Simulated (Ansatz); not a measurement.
Consider the ligand exchange at the Si–O bond: `CC(=S)O[SiH2]O` + `F[Si](S)(Cl)Cl` → `O[SiH2]S[Si](F)(Cl)Cl` + `CC(O)=S`.

Isolated molecules relaxed with PBE0-D4/def2-TZVP in Ansatz; ΔE leaves out vibrations. CBS: MP2 limit from def2 TZ/QZ plus the TZ coupled-cluster correction, frozen cores. This one scheme is used for every species. DFT in def2-TZVPP. Each species was taken in one conformer, which may not be the lowest.

```csv
level,ΔE (kJ/mol)
B2PLYP,1.3
PBE,-16.1
PBE0,-13.0
MP2/def2-QZVPP,-4.1
```

Task: What does CCSD(T)/CBS give? (An estimate is asked.)

Result: Computed: -2.1 kJ/mol. The listed levels differ from it by 3.4, -14.0, -10.9, -2.0 kJ/mol.

Largest T1 diagnostic among the species: 0.017.

The D4 term adds −4.0 kJ/mol with B3LYP and −2.2 kJ/mol with PBE0; it sums over pairs of atoms, weighted by their polarisabilities, and B3LYP, whose exchange is more repulsive, gets the larger term. In def2-TZVPP, CCSD(T) changes the Hartree–Fock value by −12.0 kJ/mol (the triples alone add −3.3 kJ/mol) and MP2 by −16.0 kJ/mol.

B3LYP here is the variant with VWN-RPA as its local correlation; programs differ in this.
